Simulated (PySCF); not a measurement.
A small calculation by hand: dipole moment from atomic charges

SiFCl₂Br, SMILES [Si](Br)(Cl)(F)Cl. Atoms are numbered in the order given.

```xyz
5

F     -0.6733    -1.8785     0.0000
Si    -0.4662    -0.2859     0.0000
Cl    -1.3447     0.4697    -1.6610
Cl    -1.3447     0.4697     1.6610
Br     1.6659     0.1411     0.0000
```
Charge 0, spin multiplicity 1.

Geometry optimised at ωB97X-D3(BJ)/def2-SVP.

Charges (e) from PBE/def2-TZVP run with PySCF:

```
atom     IAO  ESP fit
----  ------  -------
F1    -0.496   -0.049
Si2    1.199   -0.060
Cl3   -0.257    0.031
Cl4   -0.257    0.031
Br5   -0.190    0.047
```

The dipole moment of the full density is 0.69 D.

**Question.** What dipole moment does each set of point charges give, and which comes closer to that of the density?

**Answer.** 
μ = Σ q r, and 1 e Å = 4.8032 D.
IAO: Σ q r = (0.150, 0.321, 0.000) e Å, |μ| = 1.70 D.
ESP fit: Σ q r = (0.056, 0.145, 0.000) e Å, |μ| = 0.75 D.
ESP fit comes closer in size. Point charges leave out the atoms' own dipoles (lone pairs, polarised bonds); fits to the potential absorb them, partitions of the density don't.
